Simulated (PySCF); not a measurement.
Gas-phase equilibrium of 1 mol HCl, 20 mol O2 at 1200 K and 0.00100 bar, among 14 species (ClO, O2, HCl, O, HO2, H2O, H, HOCl, H2O2, O3, H2, Cl, Cl2, OH). Only gases are allowed; each row takes one source of thermochemistry for all species, and Cantera finds the minimum.

Computed with PySCF and rigid-rotor harmonic-oscillator thermochemistry at 1 bar. The comparison is the NASA 1993 polynomial table, which mixes measured and estimated data. † marks an energy on the PBE0/def2-TZVP geometry and frequencies. Open shells (unrestricted) among the columns below: ClO (multiplicity 2, electronic degeneracy 4), O2 (multiplicity 3), Cl (multiplicity 2, electronic degeneracy 6), OH (multiplicity 2, electronic degeneracy 4); the rest are closed-shell singlets. Spin-orbit splitting is ignored; it lowers the true energy and changes the entropy of ClO, Cl, OH. The harmonic model lacks anharmonicity and excited electronic states, which grow with temperature; levels with a mode under 35 cm⁻¹ are left out. The table's entry may be an old estimate for ClO, HOCl, OH (not checked at source).

Molecules larger than those listed are left out.

Mole fractions:

```tsv
thermochemistry	x O2	x HCl	x Cl	x H2O	x Cl2	x ClO	x OH	x HOCl
table	0.95	0.040	0.0053	0.0039	0.0013	6.5e-6	4.9e-6	2.8e-7
BLYP/def2-TZVP†	0.95	0.044	0.0036	0.0020	0.00026	7.1e-6	3.1e-6	9.8e-8
PBE/def2-TZVP†	0.95	0.045	0.0012	0.0013	0.00074	7.1e-6	7.9e-7	1.5e-7
PBE0/def2-SVP†	0.95	0.045	0.0026	0.0013	2.1e-5	6.6e-8	3.0e-6	1.2e-8
LDA/def2-TZVP†	0.95	0.041	6.1e-5	0.0033	0.0033	8.4e-6	2.1e-8	1.8e-6
ωB97X-V/def2-TZVP†	0.95	0.044	0.0029	0.0017	0.00025	1.7e-6	4.0e-6	8.3e-8
```
The most sensitive of these is OH: it spans a factor of 10^2.4 over these rows; at this temperature one factor of ten is RT ln 10 = 23 kJ/mol.
